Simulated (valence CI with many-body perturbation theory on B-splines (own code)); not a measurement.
Energy levels of Tm⁶²⁺

Level of theory: relativistic CI+MBPT: five valence electrons over a frozen Dirac-Fock core [He], a basis of 11 s, 11 p, 10 d, 8 f, 5 g, 2 h functions for each j, with the one-electron correlation potential Σ1 (screened to all orders), the two-electron term Σ2, the three-electron term Σ3, Breit, model QED; selected single and double excitations, second order for the rest, scaled by the run's own slope (own B-spline code, finite nucleus).

No measured spectrum was set against this ion. As an estimate, large intervals hold to a few tenths of a per cent, small ones and those within an open d or f shell to about a per cent. Among the levels kept, up to 7400 cm⁻¹ of a level comes from second order outside the variational space, and about a tenth of that is noise between levels of different J, which matters for small intervals.

Levels 136 to 180 of 198, with energies above the lowest level, (2s^2 2p1/2^2 2p3/2) J=3/2. "Leading %" is the weight of the configuration and term that name the level; weights of strongly mixed levels are sums over their largest components and can fall short, so below about 35 % the name and the second component can differ from the true leading terms, or belong to a minority configuration. In the jj column 3d3/2^4 stands for four electrons in 3d with j = 3/2. Lifetimes count E1, E2, E3, M1 and M2 decay at the calculated energies, and are blank where another channel may lead or the interval is too uncertain; long ones can be off by a factor of two.

| No. | Configuration | Term | J | E (Ry) | Leading % | Leading jj | Lifetime | g |
| --- | --- | --- | --- | --- | --- | --- | --- | --- |
| 136 | 2s2p³3d | ⁶D° | 3/2 | 765.17 | 42 | 2s 2p1/2 2p3/2^2 3d3/2 (97 %) | 4.25 fs | 1.375 |
| 137 | 2s2p³3d | ⁶D° | 1/2 | 765.30 | 48 | 2s 2p1/2 2p3/2^2 3d3/2 (99 %) | 4.30 fs | 2.231 |
| 138 | 2s2p³3d | ⁶D° | 5/2 | 765.46 | 36 | 2s 2p1/2 2p3/2^2 3d3/2 (94 %) | 2.86 fs | 1.265 |
| 139 | 2s2p³3p | ⁴P | 3/2 | 766.14 | 31 | 2s 2p1/2 2p3/2^2 3p3/2 (99 %) | 7.01 fs | 1.385 |
| 140 | 2s2p³3d | ⁴G° | 7/2 | 766.19 | 36 | 2s 2p1/2 2p3/2^2 3d3/2 (97 %) | 2.28 fs | 1.207 |
| 141 | 2p⁴3p | ⁴P° | 3/2 | 767.11 | 26 | 2p1/2^2 2p3/2^2 3p1/2 (82 %) | 949 as | 1.451 |
| 142 | 2s2p³3p | ²P | 1/2 | 767.24 | 72 | 2s 2p1/2 2p3/2^2 3p3/2 (99 %) | 59.1 fs | 0.727 |
| 143 | 2p⁴3p | ²D° | 5/2 | 767.34 | 24 | 2p1/2^2 2p3/2^2 3p1/2 (82 %) | 1.12 fs | 1.190 |
| 144 | 2s2p³3p | ⁴P | 5/2 | 767.40 | 50 | 2s 2p1/2 2p3/2^2 3p3/2 (95 %) | 3.82 fs | 1.330 |
| 145 | 2s2p³3p | ⁴P | 3/2 | 767.72 | 35 | 2s 2p1/2 2p3/2^2 3p3/2 (99 %) | 7.26 fs | 1.342 |
| 146 | 2s2p³3p | ²F | 7/2 | 767.78 | 79 | 2s 2p1/2 2p3/2^2 3p3/2 (99 %) | 4.05 fs | 1.164 |
| 147 | 2s2p³3p | ²D | 5/2 | 768.27 | 47 | 2s 2p1/2 2p3/2^2 3p3/2 (99 %) | 21.7 fs | 1.253 |
| 148 | 2s2p³3d | ⁴G° | 9/2 | 768.56 | 48 | 2s 2p1/2 2p3/2^2 3d3/2 (97 %) | 203 fs | 1.144 |
| 149 | 2s2p³3p | ²D | 3/2 | 768.77 | 35 | 2s 2p1/2 2p3/2^2 3p3/2 (99 %) | 4.80 fs | 1.281 |
| 150 | 2s2p³3p | ²D | 5/2 | 769.01 | 50 | 2s 2p1/2 2p3/2^2 3p3/2 (99 %) | 26.2 fs | 1.239 |
| 151 | 2s2p³3d | ⁴F° | 7/2 | 769.27 | 40 | 2s 2p1/2 2p3/2^2 3d3/2 (96 %) | 1.02 fs | 1.251 |
| 152 | 2s2p³3p | ²P | 1/2 | 769.57 | 23 | 2s 2p1/2 2p3/2^2 3p3/2 (84 %) | 3.22 fs | 1.429 |
| 153 | 2s2p³3d | ⁴P° | 5/2 | 769.80 | 32 | 2s 2p1/2 2p3/2^2 3d3/2 (85 %) | 1.21 fs | 1.347 |
| 154 | 2s2p³3d | ⁶D° | 9/2 | 770.35 | 49 | 2s 2p1/2 2p3/2^2 3d5/2 (98 %) | 525 fs | 1.353 |
| 155 | 2s2p³3d | ⁴P° | 3/2 | 770.41 | 35 | 2s 2p1/2 2p3/2^2 3d3/2 (85 %) | 1.15 fs | 1.595 |
| 156 | 2s2p³3p | ²P | 1/2 | 770.63 | 57 | 2s 2p1/2 2p3/2^2 3p3/2 (97 %) | 6.38 fs | 1.370 |
| 157 | 2s2p³3d | ⁴D° | 7/2 | 770.74 | 45 | 2s 2p1/2 2p3/2^2 3d5/2 (98 %) | 24.5 fs | 1.346 |
| 158 | 2s2p³3p | ²D | 3/2 | 770.79 | 48 | 2s 2p1/2 2p3/2^2 3p3/2 (98 %) | 7.33 fs | 1.039 |
| 159 | 2p⁴3p | ²P° | 1/2 | 771.63 | 63 | 2p1/2^2 2p3/2^2 3p1/2 (87 %) | 1.02 fs | 0.643 |
| 160 | 2s2p³3d | ⁴D° | 1/2 | 772.14 | 66 | 2s 2p1/2 2p3/2^2 3d5/2 (78 %) | 2.58 fs | 0.584 |
| 161 | 2s2p³3d | ⁴F° | 3/2 | 772.39 | 51 | 2s 2p1/2 2p3/2^2 3d3/2 (76 %) | 3.32 fs | 0.779 |
| 162 | 2s2p³3d | ⁴D° | 5/2 | 773.22 | 49 | 2s 2p1/2 2p3/2^2 3d5/2 (87 %) | 910 as | 1.252 |
| 163 | 2s2p³3d | ⁴G° | 11/2 | 773.54 | 100 | 2s 2p1/2 2p3/2^2 3d5/2 (100 %) | 771 fs | 1.249 |
| 164 | 2s2p³3d | ⁴F° | 9/2 | 773.79 | 67 | 2s 2p1/2 2p3/2^2 3d5/2 (99 %) | 264 fs | 1.237 |
| 165 | 2s2p³3d | ⁴D° | 3/2 | 773.90 | 33 | 2s 2p1/2 2p3/2^2 3d5/2 (62 %) | 894 as | 0.997 |
| 166 | 2s2p³3d | ²F° | 5/2 | 774.27 | 35 | 2s 2p1/2 2p3/2^2 3d3/2 (92 %) | 10.3 fs | 0.954 |
| 167 | 2s2p³3d | ⁴D° | 3/2 | 774.34 | 37 | 2s 2p1/2 2p3/2^2 3d3/2 (84 %) | 4.18 fs | 0.948 |
| 168 | 2s2p³3d | ²G° | 7/2 | 774.48 | 68 | 2s 2p1/2 2p3/2^2 3d3/2 (87 %) | 14.0 fs | 0.968 |
| 169 | 2s2p³3d | ⁴D° | 1/2 | 774.54 | 47 | 2s 2p1/2 2p3/2^2 3d3/2 (60 %) | 2.43 fs | 0.964 |
| 170 | 2s2p³3d | ²P° | 1/2 | 774.91 | 41 | 2s 2p1/2 2p3/2^2 3d3/2 (49 %) | 1.12 fs | 1.241 |
| 171 | 2s2p³3d | ²F° | 5/2 | 775.19 | 28 | 2s 2p1/2 2p3/2^2 3d3/2 (84 %) | 6.45 fs | 1.063 |
| 172 | 2s2p³3d | ²D° | 3/2 | 775.72 | 27 | 2s 2p1/2 2p3/2^2 3d3/2 (52 %) | 899 as | 1.268 |
| 173 | 2s2p³3d | ²F° | 7/2 | 776.21 | 60 | 2s 2p1/2 2p3/2^2 3d5/2 (85 %) | 1.20 fs | 1.149 |
| 174 | 2s2p³3d | ²F° | 5/2 | 776.26 | 44 | 2s 2p1/2 2p3/2^2 3d3/2 (93 %) | 768 as | 1.032 |
| 175 | 2s2p³3d | ²D° | 3/2 | 776.61 | 44 | 2s 2p1/2 2p3/2^2 3d3/2 (89 %) | 879 as | 1.052 |
| 176 | 2s2p³3d | ²P° | 3/2 | 776.87 | 42 | 2s 2p1/2 2p3/2^2 3d3/2 (55 %) | 654 as | 1.233 |
| 177 | 2s2p³3d | ²D° | 5/2 | 777.01 | 56 | 2s 2p1/2 2p3/2^2 3d5/2 (84 %) | 743 as | 1.166 |
| 178 | 2s2p³3d | ²P° | 1/2 | 777.07 | 46 | 2s 2p1/2 2p3/2^2 3d3/2 (78 %) | 958 as | 0.634 |
| 179 | 2s2p³3d | ²P° | 1/2 | 777.47 | 49 | 2s 2p1/2 2p3/2^2 3d3/2 (83 %) | 688 as | 1.106 |
| 180 | 2s2p³3d | ⁴P° | 5/2 | 778.86 | 32 | 2s 2p1/2 2p3/2^2 3d5/2 (97 %) | 1.73 fs | 1.295 |
